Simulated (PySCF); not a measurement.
## Magnetisability: SMILES C=Cc1sccc1F, C6H5FS

Geometry:
```json
{"atom": "C1", "x (Å)": "-2.503", "y (Å)": "0.290", "z (Å)": "-0.002"}
{"atom": "C2", "x (Å)": "-1.541", "y (Å)": "-0.456", "z (Å)": "-0.536"}
{"atom": "C3", "x (Å)": "-0.130", "y (Å)": "-0.312", "z (Å)": "-0.278"}
{"atom": "S4", "x (Å)": "1.005", "y (Å)": "-1.373", "z (Å)": "-1.057"}
{"atom": "C5", "x (Å)": "2.342", "y (Å)": "-0.618", "z (Å)": "-0.291"}
{"atom": "C6", "x (Å)": "1.959", "y (Å)": "0.398", "z (Å)": "0.525"}
{"atom": "C7", "x (Å)": "0.560", "y (Å)": "0.563", "z (Å)": "0.525"}
{"atom": "F8", "x (Å)": "-0.031", "y (Å)": "1.515", "z (Å)": "1.266"}
{"atom": "H9", "x (Å)": "-3.537", "y (Å)": "0.119", "z (Å)": "-0.246"}
{"atom": "H10", "x (Å)": "-2.297", "y (Å)": "1.088", "z (Å)": "0.690"}
{"atom": "H11", "x (Å)": "-1.788", "y (Å)": "-1.250", "z (Å)": "-1.229"}
{"atom": "H12", "x (Å)": "3.333", "y (Å)": "-0.972", "z (Å)": "-0.489"}
{"atom": "H13", "x (Å)": "2.625", "y (Å)": "1.010", "z (Å)": "1.104"}
```

Computed with PySCF 2.14.0, GIAO HF/pcSseg-1 magnetisability, rotational g tensor and spin-rotation constants, non-relativistic, gas phase. Geometry: GFN2-xTB.

**Question.** What are the magnetisability and the molar susceptibility?

**Answer.** Isotropic -1292 × 10⁻³⁰ J/T², or -77.8 × 10⁻⁶ cm³/mol; principal values -1781, -1095, -999 × 10⁻³⁰ J/T², anisotropy 739 × 10⁻³⁰ J/T² (root of half the summed squared differences of the principal values). The susceptibility is in cgs units.

**Question.** Split it along the inertial axes a, b, c into diamagnetic and paramagnetic parts about the centre of mass, with the quadrupole moment.

**Answer.** 
| axis | χ (10⁻⁶ cm³/mol) | diamagnetic (10⁻⁶ cm³/mol) | paramagnetic (10⁻⁶ cm³/mol) | summed x² of all electrons (Å²) | quadrupole Θ (D Å) |
| --- | --- | --- | --- | --- | --- |
| a | -65.9 | -507.0 | 441.1 | 176.3 | +8.15 |
| b | -60.2 | -799.6 | 739.4 | 107.3 | +0.73 |
| c | -107.3 | -1203.2 | 1095.9 | 12.2 | -8.88 |

Anisotropies 2χaa − χbb − χcc = +35.6 and 2χbb − χaa − χcc = +52.8 × 10⁻⁶ cm³/mol. Θ is traceless in Buckingham's convention.

**Question.** And the rotational g tensor?

**Answer.** 
```
axis  rotational constant (GHz)        g  nuclear part  electronic part
   a                     2.7610  -0.0413        0.5309          -0.5722
   b                     1.6902  -0.0263        0.5608          -0.5871
   c                     1.0484  +0.0096        0.5494          -0.5398
```
Asymmetric top; isotopes 12C, 19F, 1H, 32S; no vibrational averaging.
